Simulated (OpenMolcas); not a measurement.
## OpenMolcas run: N II

Input:

```
&GATEWAY
Coord
1

N 0.0 0.0 0.0
Basis=ANO-RCC-VTZP
Group=XYZ
NoMove
AngMom=0.0 0.0 0.0
AMFI
RX2C
&SEWARD
* reference wave functions (RASSCF and RASSI steps not shown): 4 electrons in 4 orbitals (2s 2p)
>>> COPY JOB001 $Project.JobIph
&CASPT2
Multistate=3 1 2 3
Frozen=1 0
IPEA=0.0
Imaginary=0.4
MaxIter=60
WThr=0.0 0.3 0.05
PrWF=0.5
NoMix
>>> COPY JOB002 $Project.JobIph
&CASPT2
Multistate=6 1 2 3 4 5 6
Frozen=1 0
IPEA=0.0
Imaginary=0.4
MaxIter=60
WThr=0.0 0.3 0.05
PrWF=0.5
NoMix
>>> COPY JOB003 $Project.JobIph
&CASPT2
Multistate=1 1
Frozen=1 0
IPEA=0.0
Imaginary=0.4
MaxIter=60
WThr=0.0 0.3 0.05
PrWF=0.5
NoMix
...
```

Launched by
```bash
OMP_NUM_THREADS=1 MOLCAS_MEM=2252 MOLCAS_PROJECT=a pymolcas a.inp > a.log  # once for each step of the input, in one work folder
```

Output, cut to the results:

```
--- CASPT2 ---
Orbital specifications:
      -----------------------

      Symmetry species                           1   2
                                                ag  au
      Frozen orbitals                            1   0
      Inactive orbitals                          0   0
      Active orbitals                            1   3
      Secondary orbitals                        12  13
      Deleted orbitals                           0   0
      Number of basis functions                 14  16
Type of calculation                        MS-CASPT2
      Fock operator                              state-specific
      IPEA shift                                 0.00
      Real shift                                 0.00
      Imaginary shift                            0.40
      The input orbitals will be transformed to quasi-canonical
Reference energy:         -53.9387166105
      E2 (Non-variational):      -0.0712319701
      Shift correction:          -0.0011720301
      E2 (Variational):          -0.0724040002
      Total energy:             -54.0111206107
      Residual norm:              0.0000001308
      Reference weight:           0.98030
      Contributions to the CASPT2 correlation energy
      Active & Virtual Only:         -0.0712319701
      One Inactive Excited:           0.0000000000
      Two Inactive Excited:           0.0000000000
Reference energy:         -53.9387166105
      E2 (Non-variational):      -0.0712319701
      Shift correction:          -0.0011720301
      E2 (Variational):          -0.0724040002
      Total energy:             -54.0111206107
      Residual norm:              0.0000001308
      Reference weight:           0.98030
      Contributions to the CASPT2 correlation energy
      Active & Virtual Only:         -0.0712319701
      One Inactive Excited:           0.0000000000
      Two Inactive Excited:           0.0000000000
::    CASPT2 Root  1     Total energy:    -54.01112061
::    CASPT2 Root  2     Total energy:    -54.01112061
::    CASPT2 Root  3     Total energy:    -54.01112061
::    MS-CASPT2 Root  1     Total energy:    -54.01112061
::    MS-CASPT2 Root  2     Total energy:    -54.01112061
::    MS-CASPT2 Root  3     Total energy:    -54.01112061
--- CASPT2 ---
Orbital specifications:
      -----------------------

      Symmetry species                           1   2
                                                ag  au
      Frozen orbitals                            1   0
      Inactive orbitals                          0   0
      Active orbitals                            1   3
      Secondary orbitals                        12  13
      Deleted orbitals                           0   0
      Number of basis functions                 14  16
Type of calculation                        MS-CASPT2
      Fock operator                              state-specific
      IPEA shift                                 0.00
      Real shift                                 0.00
      Imaginary shift                            0.40
      The input orbitals will be transformed to quasi-canonical
Reference energy:         -53.8576943984
      E2 (Non-variational):      -0.0806766169
      Shift correction:          -0.0012622805
      E2 (Variational):          -0.0819388974
      Total energy:             -53.9396332958
      Residual norm:              0.0000000626
      Reference weight:           0.97796
      Contributions to the CASPT2 correlation energy
      Active & Virtual Only:         -0.0806766169
      One Inactive Excited:           0.0000000000
      Two Inactive Excited:           0.0000000000
Reference energy:         -53.8576943984
      E2 (Non-variational):      -0.0806737764
      Shift correction:          -0.0012616095
      E2 (Variational):          -0.0819353858
      Total energy:             -53.9396297842
      Residual norm:              0.0000000904
      Reference weight:           0.97796
      Contributions to the CASPT2 correlation energy
      Active & Virtual Only:         -0.0806737764
      One Inactive Excited:           0.0000000000
      Two Inactive Excited:           0.0000000000
::    CASPT2 Root  1     Total energy:    -53.93963330
::    CASPT2 Root  2     Total energy:    -53.93962978
::    CASPT2 Root  3     Total energy:    -53.93962364
::    CASPT2 Root  4     Total energy:    -53.93961092
::    CASPT2 Root  5     Total energy:    -53.93958115
::    CASPT2 Root  6     Total energy:    -53.86464846
::    MS-CASPT2 Root  1     Total energy:    -53.93963806
::    MS-CASPT2 Root  2     Total energy:    -53.93963325
::    MS-CASPT2 Root  3     Total energy:    -53.93962190
::    MS-CASPT2 Root  4     Total energy:    -53.93960777
::    MS-CASPT2 Root  5     Total energy:    -53.93957908
::    MS-CASPT2 Root  6     Total energy:    -53.86464719
--- CASPT2 ---
Orbital specifications:
      -----------------------

      Symmetry species                           1   2
                                                ag  au
      Frozen orbitals                            1   0
      Inactive orbitals                          0   0
      Active orbitals                            1   3
      Secondary orbitals                        12  13
      Deleted orbitals                           0   0
      Number of basis functions                 14  16
Type of calculation                        SS-CASPT2
      Fock operator                              state-specific
      IPEA shift                                 0.00
      Real shift                                 0.00
      Imaginary shift                            0.40
      The input orbitals will be transformed to quasi-canonical
Reference energy:         -53.7753741813
      E2 (Non-variational):      -0.0325873615
      Shift correction:          -0.0004593200
      E2 (Variational):          -0.0330466815
      Total energy:             -53.8084208628
      Residual norm:              0.0000000592
      Reference weight:           0.99178
...
```

Levels above the lowest, from the spin-orbit matrix with the single-state CASPT2 energies, averaged by term, on its diagonal:

| Configuration | Term | J | E (cm⁻¹) | Measured (cm⁻¹) | g | Term weight % |
| --- | --- | --- | --- | --- | --- | --- |
| 2s² 2p² | ³P | 0 | 0.0 | 0.0 |  | 100 |
| 2s² 2p² | ³P | 1 | 45.4 | 48.7 | 1.501 | 100 |
| 2s² 2p² | ³P | 2 | 135 | 131 | 1.501 | 100 |
| 2s² 2p² | ¹D | 2 | 15780 | 15316 | 1.000 | 100 |
| 2s² 2p² | ¹S | 0 | 32240 | 32689 |  | 100 |
| 2s 2p³ | ⁵S° | 2 | 44580 | 46785 | 2.002 | 100 |
| 2s 2p³ | ³D° | 2 | 90060 | 92250 | 1.167 | 100 |
| 2s 2p³ | ³D° | 1 | 90060 | 92251 | 0.499 | 100 |
| 2s 2p³ | ³D° | 3 | 90060 | 92236 | 1.334 | 100 |
| 2s 2p³ | ³P° | 0 | 109200 | 109223 |  | 100 |
| 2s 2p³ | ³P° | 1 | 109200 | 109216 | 1.501 | 100 |
| 2s 2p³ | ³P° | 2 | 109200 | 109217 | 1.501 | 100 |
| 2s 2p³ | ¹D° | 2 | 146190 | 144188 | 1.000 | 100 |
| 2s 2p³ | ³S° | 1 | 156250 | 155127 | 2.002 | 100 |
| 2s 2p³ | ¹P° | 1 | 165110 | 166766 | 1.000 | 100 |

Against the 14 measured excited levels shown (NIST Handbook of Basic Atomic Spectroscopic Data) the mean absolute deviation is 1000 cm-1; the largest miss in energy is 2s 2p³ ⁵S°₂: computed 44580, measured 46785 cm⁻¹ (-4.7 %), and the largest in proportion 2s² 2p² ³P₁ (-6.6 %).

CASPT2 does not keep the components of a term degenerate, so their means are used; among the terms shown or strongly mixed into the levels shown the widest spread is 11 cm-1 (2s² 2p² ¹D). Measured partners are found by configuration, term and J. A level has none where our copy of the source lacks it or the pairing is in doubt (some pairs that miss far off the trend of their configuration count as doubtful), and it then counts in no deviation. Only configurations of the active space appear. The first state left out of the spin-orbit step lies near 230000 cm-1 above the lowest spin-free state of the reference (among the parities and spins computed), and the list stops at four fifths of that energy or lower.

The CASPT2 steps took 2.4 s on 1 thread of Arm Neoverse V1 (shared host); the integral step is not counted.

The term weight is that of the spin-free term in the level, not the purity of its configuration. ° marks odd parity.
